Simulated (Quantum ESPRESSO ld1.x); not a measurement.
Pr I, configuration [Kr] 4d10 4f3 5s1 5p6 6s2 6p1 (not the ground configuration). Method: Dirac Kohn-Sham, PBE, spin-unpolarised, spherical densities, point nucleus; open shells fill j = l - 1/2 first; computed with ld1.x of Quantum ESPRESSO 7.5. Some entries of the table are withheld. Estimate them.

| orbital | occ. | eigenvalue (hartree) | <r^2> (bohr^2) | <1/r> (bohr^-1) |
|---|---|---|---|---|
| 1s1/2 | 2 | -1535.62 | 0.0007895 | 64.70 |
| 2s1/2 | 2 | -247.125 | 0.01247 | 15.28 |
| 2p1/2 | 2 | -233.559 | 0.009131 | 15.26 |
| 2p3/2 | 4 | -215.836 | 0.01039 | 13.77 |
| 3s1/2 | 2 | -53.4841 | 0.08464 | 5.527 |
| 3p1/2 | 2 | -47.7177 | 0.07960 | 5.440 |
| 3p3/2 | 4 | -44.2060 | 0.08705 | 5.067 |
| 3d3/2 | 4 | -34.1516 | 0.07093 | 4.935 |
| 3d5/2 | 6 | -33.3947 | 0.07303 | 4.840 |
| 4s1/2 | 2 | (1) | 0.4376 | 2.290 |
| 4p1/2 | 2 | -8.65259 | 0.4667 | 2.184 |
| 4p3/2 | 4 | -7.89782 | 0.5080 | 2.061 |
| 4d3/2 | 4 | -4.35790 | (2) | 1.840 |
| 4d5/2 | 6 | -4.22549 | (3) | 1.809 |
| 5s1/2 | 1 | -1.62803 | 2.486 | 0.8928 |
| 5p1/2 | 2 | -1.04117 | 3.135 | 0.7901 |
| 5p3/2 | 4 | -0.93212 | 3.449 | 0.7479 |
| 4f5/2 | 3 | -0.26096 | 1.575 | 1.234 |
| 4f7/2 | 0 | -0.24762 | 1.618 | 1.221 |
| 5d3/2 | 0 | -0.18555 | 8.450 | 0.4905 |
| 6s1/2 | 2 | -0.18262 | 18.45 | 0.3120 |
| 5d5/2 | 0 | -0.17646 | 8.814 | 0.4802 |
| 6p1/2 | 1 | -0.08414 | 29.86 | 0.2445 |
| 6p3/2 | 0 | -0.07486 | 32.90 | 0.2325 |
| 7s1/2 | 0 | -0.01182 | 150.2 | 0.1105 |

Answer. 
(1) 4s1/2 eigenvalue (hartree): -10.8096
(2) 4d3/2 <r^2> (bohr^2): 0.6044
(3) 4d5/2 <r^2> (bohr^2): 0.6211
